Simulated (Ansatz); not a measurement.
Ansatz results at the PBE0-D4/def2-TZVP geometry: HOMO energy (PBE0/def2-TZVPP) -6.00 eV; LUMO energy (PBE/def2-TZVPP) -1.37 eV; HOMO–LUMO gap (ωB97M-V/def2-TZVPP) 9.37 eV.

Each molecule was computed in one conformer, which needn't be the lowest.

Question: Which molecule gave them?
A. `O[CH2][SnH2][OH]`
B. `[BH2][Al]1[CH2][CH]1C`
C. `CCC[TeH]`
D. `[CH3][GeH]([OH])[TeH]`

Answer: C. The others give `[CH3][GeH]([OH])[TeH]`: -6.54, -1.47, 9.75; `[BH2][Al]1[CH2][CH]1C`: -5.45, -3.16, 6.65; `O[CH2][SnH2][OH]`: -8.02, -1.14, 11.39.
